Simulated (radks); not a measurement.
Results of a calculation; reference values are marked as such.
Q: These are the eigenvalues of the occupied orbitals of an atom or ion with whole-number occupations (Ry). Level of theory: Dirac Kohn-Sham, HCTH/407, spin-unpolarised, spherical densities, point nucleus (a radial shooting solver on a logarithmic mesh with Libxc functionals).

orbital  eigenvalue
1s1/2     -514.6569
2s1/2     -60.96337
2p1/2     -52.72851
2p3/2     -51.80988
3s1/2      -7.58051
3p1/2      -5.16279
3p3/2      -5.04957
3d3/2      -1.20843
3d5/2      -1.19685
4s1/2      -0.89749

Which element is it, and in what charge state? The configuration may be excited. Open shells, if any, fill j = l - 1/2 first.

A: Z = 26, iron, charge +1: Fe+ in [Ar] 3d6 4s1. The list shows which subshells hold electrons but not how many an open one holds; the 1s level, -257.33 hartree, gives Z - s = 22.7 by -(Z - s)^2/2, which with screening and relativity narrows Z to a few neighbours, and the depths of the outer levels then fix element, charge and occupations together.
